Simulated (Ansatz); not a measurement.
All values below come from frozen-core CCSD(T)/def2-TZVPP // r2SCAN-D4/def2-SVP (Ansatz, a first-principles code).

Ansatz 0.2 input:
```yaml
crystal:
  periodic: [false, false, false]
  atoms:
    - { symbol: Ta, position_ang: [-0.038094, 0.042185, -0.063854] }
    - { symbol: N, position_ang: [-0.608911, -1.336435, 1.326449] }
    - { symbol: H, position_ang: [-0.331183, -2.313529, 1.407187] }
    - { symbol: H, position_ang: [-1.446636, -1.20019, 1.894401] }
    - { symbol: N, position_ang: [-0.494588, 1.717667, 0.913225] }
    - { symbol: H, position_ang: [-1.230243, 2.369567, 0.646089] }
    - { symbol: H, position_ang: [-0.027608, 2.051142, 1.754783] }
    - { symbol: N, position_ang: [-1.489597, -0.676586, -1.27159] }
    - { symbol: H, position_ang: [-2.042177, -1.508745, -1.084128] }
    - { symbol: H, position_ang: [-1.619072, -0.372271, -2.233996] }
    - { symbol: N, position_ang: [1.809384, -0.692159, 0.296248] }
    - { symbol: H, position_ang: [2.582294, -0.669494, -0.363365] }
    - { symbol: H, position_ang: [2.024509, -1.309643, 1.076015] }
    - { symbol: N, position_ang: [0.691788, 0.837948, -1.794005] }
    - { symbol: H, position_ang: [0.801289, 0.393243, -2.704273] }
    - { symbol: H, position_ang: [1.26097, 1.685823, -1.788235] }
basis:
  gaussian: { orbitals: def2-TZVPP }
correlation:
  method: ccsd_t
```

Output:

```
Functional definition: HF
2100 factors; integrals over basis functions are off by at most 1.0e-3 eV
mean field evaluation 1: about -9097.1376 eV, gradient 7.7e1 eV
mean field evaluation 2: about -9097.3288 eV, gradient 7.8e1 eV
mean field evaluation 4: about -9108.6050 eV, gradient 5.8e0 eV
mean field evaluation 8: about -9108.7374 eV, gradient 4.7e-1 eV
mean field evaluation 16: about -9097.1375 eV, gradient 7.7e1 eV
mean field -9108.73817629 eV, -334.7399538541 hartree, gradient 2.0e-6 eV, S^2 0.000000; 0 other end points of the search recorded, 0 dependent functions left out
5 core orbitals not correlated
reference -9108.73817629 eV, -334.7399538541 hartree; 24, 24 occupied and 322, 322 virtual orbitals, 2100 factors
second order -41.30163218 eV of doubles, -0.00000000 eV of singles
cycle   1  -40.39829554 eV  change    9.0e-1 eV  update   1.9e-1
cycle   2  -41.40588944 eV  change    -1.0e0 eV  update   7.5e-2
cycle   3  -41.73362029 eV  change   -3.3e-1 eV  update   3.8e-2
cycle   4  -41.72281601 eV  change    1.1e-2 eV  update   1.5e-2
cycle   5  -41.71173961 eV  change    1.1e-2 eV  update   6.8e-3
cycle   6  -41.71589204 eV  change   -4.2e-3 eV  update   2.4e-3
cycle   7  -41.71578804 eV  change    1.0e-4 eV  update   1.1e-3
cycle   8  -41.71522640 eV  change    5.6e-4 eV  update   3.6e-4
cycle   9  -41.71542809 eV  change   -2.0e-4 eV  update   1.7e-4
cycle  10  -41.71548347 eV  change   -5.5e-5 eV  update   6.8e-5
cycle  11  -41.71540193 eV  change    8.2e-5 eV  update   2.7e-5
cycle  12  -41.71544843 eV  change   -4.7e-5 eV  update   1.3e-5
perturbative correction -1.91183820 eV, -0.0702587580 hartree
Total energy: -9152.36546292 eV, -336.3432270663 hartree
```

Cost: roughly 2.7 core-hours.
